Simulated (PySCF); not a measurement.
Harmonic spectrum computed at PBE0 in the def2-SVP basis family (core potentials from Rb on, PySCF, no spin–orbit coupling):

```
ω (cm⁻¹)  IR (km/mol)
     135          5.3
     278         38.9
    1169         94.2
```

Q: Which molecule gave it? In each, all ligands are bound to the one heavy central atom.
A. BrMoN (triplet)
B. BrPdN (triplet)
C. BrRuN (singlet)
D. BrReN (quartet)

A: A. It has Cs symmetry with Mo–Br 2.467 Å, Mo–N 1.610 Å.
